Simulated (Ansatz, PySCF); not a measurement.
W(NH)(S)(OH)(SH) (H3NOS2W), SMILES [NH]=[W]([OH])(=[S])[SH], multiplicity 1.

Geometry: PBE-D3(BJ)/def2-SVP. The spin state was assumed, not searched. The structure was generated by enumeration; whether it is a known compound was not checked. The def2 effective core potentials stand for the cores of W; spin–orbit coupling is left out. Other conformers were not sampled.

Vertical ionisation energy (IE) and electron affinity (EA) in eV. Rows of orbital energies are one-electron estimates. Where ΔSCF, EOM or ADC give a negative EA the extra electron is unbound and the value depends on the basis.

```json
[
 {"level": "−ε(HOMO), −ε(LUMO), M06-2X/def2-TZVP (PySCF)", "IE": "…", "EA": "…"},
 {"level": "−ε(HOMO), −ε(LUMO), PBE/def2-TZVP (PySCF)", "IE": "6.32", "EA": "2.94"},
 {"level": "ΔSCF, PBE0/def2-SVPD (Ansatz), final states of multiplicity 2 and 2", "IE": "9.37", "EA": "0.83"},
 {"level": "ΔSCF, PBE/def2-SVPD (Ansatz), final states of multiplicity 2 and 2", "IE": "9.11", "EA": "0.54"}
]
```

Task: Fill in the missing entries. (Estimate from the structure and the level; the computed values follow.)

Result: 
- −ε(HOMO), −ε(LUMO), M06-2X/def2-TZVP (PySCF), IE: 8.55
- −ε(HOMO), −ε(LUMO), M06-2X/def2-TZVP (PySCF), EA: 1.43

Task: What vertical singlet–triplet gap does ΔSCF give with PBE0/def2-SVPD (Ansatz, an electronic-structure program) and with PBE/def2-SVPD (Ansatz)? (An estimate is asked for; the answer gives what the named calculation found.)

Result: 3.04 and 3.17 eV (triplet above singlet where positive).
